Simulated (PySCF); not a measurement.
Mean polarisability (bohr³) of eight silicon and germanium compounds: PBE beside B3LYP, computed with PySCF for isolated molecules in the bases named; differences from unrounded values. The eight are the first of their class met in an unordered collection, after screening for sound electronic states; none was chosen by its value. Each molecule has one DFT geometry for both levels.

```tsv
molecule	basis	B3LYP	PBE	difference
C₂H₅ClO₂Si, SMILES CC(=O)O[SiH2]Cl	def2-TZVP	64.9	67.5	2.6
CH9FOSi3, SMILES C[SiH2][SiH2]O[SiH2]F	def2-TZVP	93.6	97.6	3.9
C2H5NO2Si, SMILES O[Si@@H]1C=NCO1	def2-TZVP	57.4	59.8	2.4
C4H8OSi, SMILES C=C([SiH3])CC=O	def2-TZVP	78.0	80.9	2.8
CH6ClFSi2, SMILES F[SiH2]C[SiH2]Cl	def2-TZVP	72.3	74.9	2.6
chloro(silylmethyl)silane (CH7ClSi2), SMILES [SiH3]C[SiH2]Cl	def2-TZVP	75.9	78.4	2.6
Si(F)3(GeH3) (F3GeH3Si), SMILES F[Si](F)(F)[GeH3]	def2-TZVP	53.5	55.7	2.2
Si(F)(H)2(nPr) (C3H9FSi), SMILES CCC[SiH2]F	def2-TZVP	62.7	64.7	2.0
```

PBE lies below B3LYP in 0 and above it in 8 of the eight; the mean signed difference is 2.6 and the largest 3.9 bohr³.
